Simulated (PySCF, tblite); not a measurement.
Isomers of C6H13FSi2. Calculated harmonic vibrations of the isolated species, GFN2-xTB (tblite), most abundant isotopes, no scaling. The method is semi-empirical: single wavenumbers can be off by several per cent or more. Modes of hydrogen on silicon can be 10 to 20 % off. One conformer each.

Electronic energies: PBE0/pcSseg-1 single points on the GFN2-xTB geometries (PySCF, gas phase).

| SMILES | electronic energy, lowest = 0 (kcal/mol) |
| --- | --- |
| C[SiH2]C1=CCC[SiH2][C@@H]1F | 4.2 |
| C=C[C@H]([SiH3])[SiH2]/C=C/CF | 33.2 |
| C#C[SiH2][C@@H](CF)C[SiH2]C | 35.3 |
| CC[C@@H]1[SiH2]C=C[SiH2][C@@H]1F | 10.3 |
| C=CC[Si@@H]1C[SiH2][C@@H](F)C1 | 0.0 |
| C=C[Si@@H]1[SiH2][C@@H](CC)[C@H]1F | 27.2 |
| C[SiH2]/C=C1\CC[SiH2][C@@H]1F | 8.1 |

**Question.** How do GFN2-xTB zero-point energies change the relative energies?

**Answer.** 
| SMILES | ZPE (kcal/mol) | of it from modes above 1550 cm⁻¹ | electronic (kcal/mol) | with ZPE, lowest = 0 (kcal/mol) | lowest mode (cm⁻¹) | rings |
| --- | --- | --- | --- | --- | --- | --- |
| C=CC[Si@@H]1C[SiH2][C@@H](F)C1 | 105.3 | 55.2 | 0.0 | 0.0 | 23 | 1 |
| C[SiH2]C1=CCC[SiH2][C@@H]1F | 104.3 | 53.7 | 4.2 | 3.3 | 53 | 1 |
| C[SiH2]/C=C1\CC[SiH2][C@@H]1F | 104.0 | 53.7 | 8.1 | 6.9 | 33 | 1 |
| CC[C@@H]1[SiH2]C=C[SiH2][C@@H]1F | 105.0 | 53.4 | 10.3 | 10.0 | 45 | 1 |
| C=C[Si@@H]1[SiH2][C@@H](CC)[C@H]1F | 105.3 | 54.8 | 27.2 | 27.2 | 40 | 1 |
| C=C[C@H]([SiH3])[SiH2]/C=C/CF | 100.6 | 55.3 | 33.2 | 28.5 | 17 | 0 |
| C#C[SiH2][C@@H](CF)C[SiH2]C | 102.1 | 54.8 | 35.3 | 32.1 | 24 | 0 |

The zero-point energies span 4.7 kcal/mol, from `C=C[C@H]([SiH3])[SiH2]/C=C/CF` to `C=C[Si@@H]1[SiH2][C@@H](CC)[C@H]1F`. The order is unchanged.

**Question.** And how do the electronic energies of GFN2-xTB itself compare?

**Answer.** `C=CC[Si@@H]1C[SiH2][C@@H](F)C1` 13.1; `C[SiH2]C1=CCC[SiH2][C@@H]1F` 0.0; `C[SiH2]/C=C1\CC[SiH2][C@@H]1F` 2.3; `CC[C@@H]1[SiH2]C=C[SiH2][C@@H]1F` 6.5; `C=C[Si@@H]1[SiH2][C@@H](CC)[C@H]1F` 31.1; `C=C[C@H]([SiH3])[SiH2]/C=C/CF` 28.0; `C#C[SiH2][C@@H](CF)C[SiH2]C` 34.7 kcal/mol, lowest = 0. Against the energies above, taken from the same isomer `C=CC[Si@@H]1C[SiH2][C@@H](F)C1`, the largest difference is 18.9 kcal/mol.

**Question.** What do entropy and thermal enthalpy add at 298.15 K and 1 bar (rigid rotor, harmonic oscillator, one conformer each)?

**Answer.** 
| SMILES | point group | symmetry number | S (cal/(mol K)) | H − H(0) (kcal/mol) | ZPE + H − H(0) − TS (kcal/mol) |
| --- | --- | --- | --- | --- | --- |
| C[SiH2]C1=CCC[SiH2][C@@H]1F | C1 | 1 | 107.2 | 8.14 | 80.5 |
| C[SiH2]/C=C1\CC[SiH2][C@@H]1F | C1 | 1 | 109.9 | 8.27 | 79.5 |
| CC[C@@H]1[SiH2]C=C[SiH2][C@@H]1F | C1 | 1 | 104.5 | 7.91 | 81.7 |
| C=C[Si@@H]1[SiH2][C@@H](CC)[C@H]1F | C1 | 1 | 111.9 | 8.61 | 80.5 |

Not tabulated: `C=CC[Si@@H]1C[SiH2][C@@H](F)C1` (lowest mode only 23 cm⁻¹); `C=C[C@H]([SiH3])[SiH2]/C=C/CF` (lowest mode only 17 cm⁻¹); `C#C[SiH2][C@@H](CF)C[SiH2]C` (lowest mode only 24 cm⁻¹).
